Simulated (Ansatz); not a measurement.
Ansatz (an electronic-structure program) input (B3LYP-D3(BJ)/def2-TZVP):

Ansatz 0.2 input:
```yaml
crystal:
  periodic: [false, false, false]
  atoms:
    - {symbol: N, position_ang: [-1.05680351, 0.25284490, -0.05704666]}
    - {symbol: C, position_ang: [0.37648253, 0.45507724, -0.05035200]}
    - {symbol: O, position_ang: [1.00952981, -0.60916002, 0.00889062]}
    - {symbol: H, position_ang: [-1.36052142, -0.66151563, 0.30999442]}
    - {symbol: H, position_ang: [-1.57698767, 1.03441814, 0.32031923]}
basis:
  gaussian:
    orbitals: def2-TZVP
hamiltonian:
  xc: b3lyp
  dispersion: d3bj
total_charge: -1
phonons: {temperatures: {t_min: 298.15, t_max: 298.15, t_step: 100}}
```

Output:

```
Functional definition: B3LYP
integrals: 0.02 GiB planned
574 factors; their error is unknown
mean field: 0.25 GiB planned
mean field evaluation 1: about -4606.2040 eV, gradient 2.7e1 eV
mean field evaluation 2: about -4604.6115 eV, gradient 3.9e1 eV
mean field evaluation 4: about -4607.6496 eV, gradient 7.4e-1 eV
mean field evaluation 8: about -4607.6540 eV, gradient 5.2e-2 eV
mean field evaluation 16: about -4607.6540 eV, gradient 1.9e-5 eV
mean field -4607.65397608 eV, -169.3281604407 hartree, gradient 1.9e-5 eV, S^2 0.000000; 0 other end points of the search recorded, 0 dependent functions left out
the calculation of the forces begins
reference -4607.65416416 eV, -169.3281673528 hartree; 12, 12 occupied and 93, 93 virtual orbitals, 574 factors
these checks for a lower state are left out or cut short: stability, starts, cluster_reference, orbital_swaps, neighbouring_geometries, increment
integrals: 0.02 GiB planned
574 factors; their error is unknown
mean field: 0.25 GiB planned
mean field -4607.65384713 eV, -169.3281557021 hartree, gradient 3.1e-6 eV, S^2 0.000000; 0 other end points of the search recorded, 0 dependent functions left out
the calculation of the forces begins
reference -4607.65403530 eV, -169.3281626170 hartree; 12, 12 occupied and 93, 93 virtual orbitals, 574 factors
these checks for a lower state are left out or cut short: stability, starts, cluster_reference, orbital_swaps, neighbouring_geometries, increment
integrals: 0.02 GiB planned
574 factors; their error is unknown
mean field: 0.25 GiB planned
mean field -4607.65385882 eV, -169.3281561319 hartree, gradient 1.2e-6 eV, S^2 0.000000; 0 other end points of the search recorded, 0 dependent functions left out
the calculation of the forces begins
reference -4607.65404684 eV, -169.3281630411 hartree; 12, 12 occupied and 93, 93 virtual orbitals, 574 factors
these checks for a lower state are left out or cut short: stability, starts, cluster_reference, orbital_swaps, neighbouring_geometries, increment
integrals: 0.02 GiB planned
574 factors; their error is unknown
mean field: 0.25 GiB planned
mean field evaluation 32: about -4607.6508 eV, gradient 2.3e-4 eV
mean field -4607.65377696 eV, -169.3281531233 hartree, gradient 1.2e-6 eV, S^2 0.000000; 0 other end points of the search recorded, 0 dependent functions left out
the calculation of the forces begins
reference -4607.65396518 eV, -169.3281600404 hartree; 12, 12 occupied and 93, 93 virtual orbitals, 574 factors
these checks for a lower state are left out or cut short: stability, starts, cluster_reference, orbital_swaps, neighbouring_geometries, increment
integrals: 0.02 GiB planned
574 factors; their error is unknown
mean field: 0.25 GiB planned
mean field -4607.65377351 eV, -169.3281529966 hartree, gradient 3.0e-6 eV, S^2 0.000000; 0 other end points of the search recorded, 0 dependent functions left out
the calculation of the forces begins
reference -4607.65396146 eV, -169.3281599036 hartree; 12, 12 occupied and 93, 93 virtual orbitals, 574 factors
these checks for a lower state are left out or cut short: stability, starts, cluster_reference, orbital_swaps, neighbouring_geometries, increment
integrals: 0.02 GiB planned
574 factors; their error is unknown
mean field: 0.25 GiB planned
mean field -4607.65393287 eV, -169.3281588531 hartree, gradient 3.1e-6 eV, S^2 0.000000; 0 other end points of the search recorded, 0 dependent functions left out
the calculation of the forces begins
reference -4607.65412094 eV, -169.3281657643 hartree; 12, 12 occupied and 93, 93 virtual orbitals, 574 factors
these checks for a lower state are left out or cut short: stability, starts, cluster_reference, orbital_swaps, neighbouring_geometries, increment
integrals: 0.02 GiB planned
[...]
mean field evaluation 128: about -4607.6538 eV, gradient 3.1e-6 eV
mean field -4607.65384320 eV, -169.3281555577 hartree, gradient 3.1e-6 eV, S^2 0.000000; 0 other end points of the search recorded, 0 dependent functions left out
the calculation of the forces begins
reference -4607.65403123 eV, -169.3281624675 hartree; 12, 12 occupied and 93, 93 virtual orbitals, 574 factors
these checks for a lower state are left out or cut short: stability, starts, cluster_reference, orbital_swaps, neighbouring_geometries, increment
integrals: 0.02 GiB planned
574 factors; their error is unknown
mean field: 0.25 GiB planned
mean field -4607.65397121 eV, -169.3281602618 hartree, gradient 1.2e-6 eV, S^2 0.000000; 0 other end points of the search recorded, 0 dependent functions left out
the calculation of the forces begins
reference -4607.65415929 eV, -169.3281671738 hartree; 12, 12 occupied and 93, 93 virtual orbitals, 574 factors
these checks for a lower state are left out or cut short: stability, starts, cluster_reference, orbital_swaps, neighbouring_geometries, increment
integrals: 0.02 GiB planned
574 factors; their error is unknown
mean field: 0.25 GiB planned
mean field -4607.65397272 eV, -169.3281603175 hartree, gradient 3.1e-6 eV, S^2 0.000000; 0 other end points of the search recorded, 0 dependent functions left out
the calculation of the forces begins
reference -4607.65416081 eV, -169.3281672296 hartree; 12, 12 occupied and 93, 93 virtual orbitals, 574 factors
these checks for a lower state are left out or cut short: stability, starts, cluster_reference, orbital_swaps, neighbouring_geometries, increment
integrals: 0.02 GiB planned
574 factors; their error is unknown
mean field: 0.25 GiB planned
mean field -4607.65394667 eV, -169.3281593602 hartree, gradient 1.2e-6 eV, S^2 0.000000; 0 other end points of the search recorded, 0 dependent functions left out
the calculation of the forces begins
reference -4607.65413476 eV, -169.3281662722 hartree; 12, 12 occupied and 93, 93 virtual orbitals, 574 factors
these checks for a lower state are left out or cut short: stability, starts, cluster_reference, orbital_swaps, neighbouring_geometries, increment
integrals: 0.02 GiB planned
574 factors; their error is unknown
mean field: 0.25 GiB planned
mean field -4607.65396201 eV, -169.3281599237 hartree, gradient 3.1e-6 eV, S^2 0.000000; 0 other end points of the search recorded, 0 dependent functions left out
the calculation of the forces begins
reference -4607.65415010 eV, -169.3281668359 hartree; 12, 12 occupied and 93, 93 virtual orbitals, 574 factors
these checks for a lower state are left out or cut short: stability, starts, cluster_reference, orbital_swaps, neighbouring_geometries, increment
integrals: 0.02 GiB planned
574 factors; their error is unknown
mean field: 0.25 GiB planned
mean field evaluation 160: about -4607.6539 eV, gradient 1.3e-4 eV
mean field -4607.65387838 eV, -169.3281568504 hartree, gradient 3.1e-6 eV, S^2 0.000000; 0 other end points of the search recorded, 0 dependent functions left out
the calculation of the forces begins
reference -4607.65406641 eV, -169.3281637604 hartree; 12, 12 occupied and 93, 93 virtual orbitals, 574 factors
these checks for a lower state are left out or cut short: stability, starts, cluster_reference, orbital_swaps, neighbouring_geometries, increment
integrals: 0.02 GiB planned
574 factors; their error is unknown
mean field: 0.25 GiB planned
mean field -4607.65388635 eV, -169.3281571434 hartree, gradient 1.2e-6 eV, S^2 0.000000; 0 other end points of the search recorded, 0 dependent functions left out
the calculation of the forces begins
reference -4607.65407450 eV, -169.3281640576 hartree; 12, 12 occupied and 93, 93 virtual orbitals, 574 factors
these checks for a lower state are left out or cut short: stability, starts, cluster_reference, orbital_swaps, neighbouring_geometries, increment
integrals: 0.02 GiB planned
574 factors; their error is unknown
mean field: 0.25 GiB planned
mean field -4607.65395939 eV, -169.3281598276 hartree, gradient 1.2e-6 eV, S^2 0.000000; 0 other end points of the search recorded, 0 dependent functions left out
the calculation of the forces begins
reference -4607.65414750 eV, -169.3281667406 hartree; 12, 12 occupied and 93, 93 virtual orbitals, 574 factors
these checks for a lower state are left out or cut short: stability, starts, cluster_reference, orbital_swaps, neighbouring_geometries, increment
integrals: 0.02 GiB planned
574 factors; their error is unknown
mean field: 0.25 GiB planned
mean field -4607.65395633 eV, -169.3281597150 hartree, gradient 3.1e-6 eV, S^2 0.000000; 0 other end points of the search recorded, 0 dependent functions left out
the calculation of the forces begins
reference -4607.65414439 eV, -169.3281666262 hartree; 12, 12 occupied and 93, 93 virtual orbitals, 574 factors
these checks for a lower state are left out or cut short: stability, starts, cluster_reference, orbital_swaps, neighbouring_geometries, increment
integrals: 0.02 GiB planned
574 factors; their error is unknown
mean field: 0.25 GiB planned
mean field -4607.65391933 eV, -169.3281583555 hartree, gradient 1.2e-6 eV, S^2 0.000000; 0 other end points of the search recorded, 0 dependent functions left out
the calculation of the forces begins
reference -4607.65410739 eV, -169.3281652666 hartree; 12, 12 occupied and 93, 93 virtual orbitals, 574 factors
these checks for a lower state are left out or cut short: stability, starts, cluster_reference, orbital_swaps, neighbouring_geometries, increment
integrals: 0.02 GiB planned
574 factors; their error is unknown
mean field: 0.25 GiB planned
mean field evaluation 192: about -4607.6508 eV, gradient 3.5e-1 eV
mean field -4607.65394142 eV, -169.3281591672 hartree, gradient 3.1e-6 eV, S^2 0.000000; 0 other end points of the search recorded, 0 dependent functions left out
the calculation of the forces begins
reference -4607.65412954 eV, -169.3281660803 hartree; 12, 12 occupied and 93, 93 virtual orbitals, 574 factors
these checks for a lower state are left out or cut short: stability, starts, cluster_reference, orbital_swaps, neighbouring_geometries, increment
integrals: 0.02 GiB planned
574 factors; their error is unknown
mean field: 0.25 GiB planned
mean field -4607.65389526 eV, -169.3281574708 hartree, gradient 1.2e-6 eV, S^2 0.000000; 0 other end points of the search recorded, 0 dependent functions left out
the calculation of the forces begins
reference -4607.65408334 eV, -169.3281643826 hartree; 12, 12 occupied and 93, 93 virtual orbitals, 574 factors
these checks for a lower state are left out or cut short: stability, starts, cluster_reference, orbital_swaps, neighbouring_geometries, increment
integrals: 0.02 GiB planned
574 factors; their error is unknown
mean field: 0.25 GiB planned
mean field -4607.65387968 eV, -169.3281568984 hartree, gradient 3.1e-6 eV, S^2 0.000000; 0 other end points of the search recorded, 0 dependent functions left out
the calculation of the forces begins
reference -4607.65406778 eV, -169.3281638108 hartree; 12, 12 occupied and 93, 93 virtual orbitals, 574 factors
these checks for a lower state are left out or cut short: stability, starts, cluster_reference, orbital_swaps, neighbouring_geometries, increment
integrals: 0.02 GiB planned
574 factors; their error is unknown
mean field: 0.25 GiB planned
mean field -4607.65395756 eV, -169.3281597604 hartree, gradient 1.2e-6 eV, S^2 0.000000; 0 other end points of the search recorded, 0 dependent functions left out
the calculation of the forces begins
reference -4607.65414565 eV, -169.3281666725 hartree; 12, 12 occupied and 93, 93 virtual orbitals, 574 factors
these checks for a lower state are left out or cut short: stability, starts, cluster_reference, orbital_swaps, neighbouring_geometries, increment
integrals: 0.02 GiB planned
574 factors; their error is unknown
mean field: 0.25 GiB planned
mean field evaluation 224: about -4607.6540 eV, gradient 6.1e-3 eV
mean field -4607.65395221 eV, -169.3281595638 hartree, gradient 3.1e-6 eV, S^2 0.000000; 0 other end points of the search recorded, 0 dependent functions left out
the calculation of the forces begins
reference -4607.65414030 eV, -169.3281664758 hartree; 12, 12 occupied and 93, 93 virtual orbitals, 574 factors
Total energy: -4607.74768482 eV, -169.3316041736 hartree
Atom 0 at    -1.056804     0.252845    -0.057047 Å, force    -0.000086    -0.000024    -0.000859 eV/Å
Atom 1 at     0.376483     0.455077    -0.050352 Å, force     0.000169     0.000681    -0.000219 eV/Å
Atom 2 at     1.009530    -0.609160     0.008891 Å, force     0.000244    -0.000560     0.000277 eV/Å
Atom 3 at    -1.360521    -0.661516     0.309994 Å, force    -0.000097    -0.000631     0.000240 eV/Å
Atom 4 at    -1.576988     1.034418     0.320319 Å, force    -0.000230     0.000534     0.000562 eV/Å
Dipole moment:    -0.564806    -0.114624     0.191447 e Å
Vibrations: 454.67 545.29 619.09 839.09 1107.97 1536.29 1564.69 3212.35 3545.45 cm⁻¹, zero-point energy 0.832237 eV
```

It need not be the lowest isomer of its formula. Whether it binds its extra electron was not tested at this geometry.
